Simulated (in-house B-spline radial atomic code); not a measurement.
The numbers below are computed, except where a source is named.
Building a PAW p channel for Br, r_c = 1.89 bohr

Br, [Ar] 3d10 4s2 4p5, non-relativistic LDA (VWN5), spherical and spin-unpolarised, from an all-electron radial atomic-structure program (B-spline basis) (atomic units; all potentials screened as in the neutral atom).

Two all-electron partial waves φ1, φ2 are integrated outwards at E1 = ε(4p) = -0.295334 and E2 = E1 + 1 hartree; φ1 is the bound orbital and φ2 has unit norm inside r_c = 1.8929 bohr. Smooth partners are polynomials, r^2(a0 + a1 r² + a2 r⁴ + a3 r⁶), matched to φ and three derivatives at r_c, with no condition on the norm. The local potential is -6.99745 + (4.58671) r² + (-1.27767) r⁴ + (0.132762) r⁶ inside 1.5498 bohr and the all-electron one outside.

```json
{"wave": "1", "φ(r_c)": "0.7273962", "φ'(r_c)": "-0.1586789", "a0": "0.7446823", "a1": "-0.2636356", "a2": "0.03965858", "a3": "-0.002308698"}
{"wave": "2", "φ(r_c)": "0.4399641", "φ'(r_c)": "-1.890862", "a0": "1.694492", "a1": "-0.8017577", "a2": "0.1287232", "a3": "-0.007642521"}
```

Inside r_c the overlaps are <φi φj> = [[0.46289, 0.65280], [0.65280, 1.00000]] and, for the smooth waves, [[0.49409, 0.71615], [0.71615, 1.12939]]. With χj = (Ej − T − V_local) applied to smooth wave j, the program's quadrature gives the matrix B_ij = <smooth i, χj> as [[0.32405, 0.68769], [0.62434, 1.34781]].

(1) Check the match of the first wave, and find the augmentation charges q_ij.

(2) B isn't symmetric. Show that D_ij = B_ij + Ej q_ij is.

Solving (T + V_local + Σ p D p) ψ = E (1 + Σ p q p) ψ in a sphere of 9 bohr, whose wall lifts the free-atom level a little, gives these levels:

```
all-electron  one projector  two projectors
   -0.295313      -0.295313       -0.295313
    0.089055       0.088805        0.089054
    0.390356       0.388789        0.390355
    0.852553       0.845949        0.852552
    1.461230       1.439550        1.461130
```

(3) What does the second projector gain?

## Answers

(1) At r_c the four terms are 2.66825, -3.38466, 1.82433, -0.38053, which sum to 0.7274, φ1(r_c) to rounding. q_ij is the all-electron overlap less the smooth one: [[-0.03120, -0.06335], [-0.06335, -0.12939]]. The smooth first wave has a norm of 0.4941 inside r_c against 0.4629, so q11 is negative and must stay small enough for the overlap operator to be positive.

(2) Integrating by parts gives B12 − B21 = (E1 − E2) q12: 0.68769 − (0.62434) = 0.06335, and −1 × (-0.06335) = 0.06335. So D12 = 0.68769 + (0.704666)(-0.06335) = 0.64305 and D21 = 0.62434 + (-0.295334)(-0.06335) = 0.64305; D11 = 0.33327, D22 = 1.25663. The projectors, p = (B⁻¹)ᵀ χ, are dual to the smooth waves; det B = 0.0074, small beside B11 B22, as the two smooth waves look alike inside r_c.

(3) With one projector the errors are 0.00, -0.25, -1.57, -6.60, -21.68 millihartree. With two the errors are 0.00, 0.00, 0.00, 0.00, -0.10 millihartree. The scattering is exact at E1 and at E2 = 0.705, and over all levels compared the largest error is 0.1 millihartree. The lowest eigenvalue of the overlap operator is 0.8219 with one and 0.7024 with two projectors. The smooth orbital alone needs a cutoff of 5.38 hartree for 1 millihartree of kinetic energy, against 11.3 for a norm-conserving Troullier-Martins orbital of the same radius; part of the gain comes from giving up the norm, part from the simpler form.
